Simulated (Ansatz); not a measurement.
Start from `[SiH3]C#C[SiH2]Cl` and change one atom or group to get `CC#C[SiH2]Cl`.

Ansatz, PBE0-D4/def2-TZVP geometries, multiplicity 1. 

| property | `[SiH3]C#C[SiH2]Cl` |
| --- | --- |
| size of the dipole moment (B3LYP/def2-TZVPP) / D | 1.38 |
| HOMO energy (ωB97M-V/def2-TZVPP) / eV | -10.60 |
| HOMO–LUMO gap (B3LYP/def2-TZVPP) / eV | 6.79 |
| HOMO–LUMO gap (ωB97M-V/def2-TZVPP) / eV | 11.36 |
| LUMO energy (ωB97M-V/def2-TZVPP) / eV | 0.76 |
| HOMO–LUMO gap (PBE0/def2-TZVPP) / eV | 7.19 |

Task: Give the same properties after the change, and the shifts. (Estimate.)

Result: The calculation gave: 
| property | `CC#C[SiH2]Cl` | shift |
| --- | --- | --- |
| size of the dipole moment (B3LYP/def2-TZVPP) / D | 2.74 | 1.36 |
| HOMO energy (ωB97M-V/def2-TZVPP) / eV | -10.19 | 0.41 |
| HOMO–LUMO gap (B3LYP/def2-TZVPP) / eV | 7.06 | 0.27 |
| HOMO–LUMO gap (ωB97M-V/def2-TZVPP) / eV | 11.63 | 0.27 |
| LUMO energy (ωB97M-V/def2-TZVPP) / eV | 1.44 | 0.68 |
| HOMO–LUMO gap (PBE0/def2-TZVPP) / eV | 7.48 | 0.29 |

With PBE0 the HOMO rises by 0.43 eV and the LUMO rises by 0.72 eV, so the gap widens by about 0.29 eV. PBE moves the HOMO by 0.44 eV and ωB97M-V by 0.41 eV. Dipoles are sizes alone; their direction can turn.

B3LYP here is the variant with VWN-RPA as its local correlation; programs differ in this.
